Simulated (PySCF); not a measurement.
## Dipole moment and polarisability of `C#C[Si@@H](Cl)[SiH2]O[SiH3]`

C2H7ClOSi3.
Cartesian coordinates in Å at the GFN2-xTB level; atoms count from 1:
```xyz
14
C2H7ClOSi3 angstrom
C      2.4795    1.8635    0.4348
C      2.1183    0.7292    0.2595
Si     1.5078   -1.0139    0.0651
Cl     2.9426   -2.2129    0.8944
Si    -0.5103   -1.3636    1.1286
O     -1.5945   -0.4159    0.3833
Si    -2.2962    0.8850   -0.2785
H      2.8072    2.8539    0.5760
H      1.5874   -1.2557   -1.3848
H     -0.5323   -0.9896    2.5483
H     -1.0704   -2.7111    0.9796
H     -3.3072    0.3384   -1.1788
H     -1.2551    1.6316   -0.9838
H     -2.8777    1.6606    0.8143
```

Level: B3LYP/def2-SVPD (PySCF), static field, nuclei fixed, core orbitals frozen in the response. The polarisability tensor in these axes (au):

```
x   125.64   0.81   1.05
y     0.81 127.77  -3.99
z     1.05  -3.99  97.71
```

Task: Give the principal values, the mean and the anisotropy Δα = √{½[(α1 − α2)² + (α2 − α3)² + (α1 − α3)²]}.

Result: Principal values 97.14, 125.53 and 128.46 au; mean 117.04 au = 17.34 Å³ = 19.30 × 10⁻⁴⁰ C²·m²/J; Δα = 29.96 au (26 % of the mean).

Task: What is the dipole moment, and where does it point?

Result: (-1.08, 1.44, -0.27) D, 1.82 D in size, pointing from the negative to the positive side. Measured along this direction, the outermost atoms are Cl4 at the negative end and H14 at the positive end.

Task: Find the Langevin capture rate constant for H3+ (3.023 u) meeting this molecule (165.949 u), k = 2.342 × 10⁻⁹ cm³/s × √(α in Å³ / reduced mass in u).

Result: The reduced mass is 2.97 u, so k = 5.66 × 10⁻⁹ cm³/s. The formula leaves out the permanent dipole, which adds to the capture rate.

Task: What are the principal values of the traceless quadrupole moment, Θ = ½Σq(3rr − r²1), about the centre of nuclear charge?

Result: -7.04, -1.35, 8.40 D·Å. The values depend on the origin, since the dipole doesn't vanish. The electronic extent ⟨r²⟩ about the same centre is 2109 bohr², a root-mean-square distance of 2.62 Å for the 86 electrons.

Task: Estimate the molar refractivity from the static electronic polarisability.

Result: Lorentz–Lorenz: R = (4π/3)N_A α = 2.5225 cm³/(mol·Å³) × 17.34 Å³ = 43.8 cm³/mol, in the limit of long wavelengths.

Task: What depolarisation ratio follows for Rayleigh scattering of linearly polarised light, taking the static tensor?

Result: ρ = 3Δα²/(45ᾱ² + 4Δα²) = 2692.5/(616441 + 3589.9) = 0.00434.

Task: Give the principal axes and the span of the nuclei along them.

Result: Largest value along (0.24, 0.96, -0.12), where the nuclei span 6.33 Å; middle along (0.97, -0.23, 0.07), 6.80 Å; least along (-0.04, 0.13, 0.99), 4.02 Å. The strongest response doesn't lie along the longest of the three spans.

The structure is a single GFN2-xTB conformer in the gas phase; no vibrational or solvent corrections.
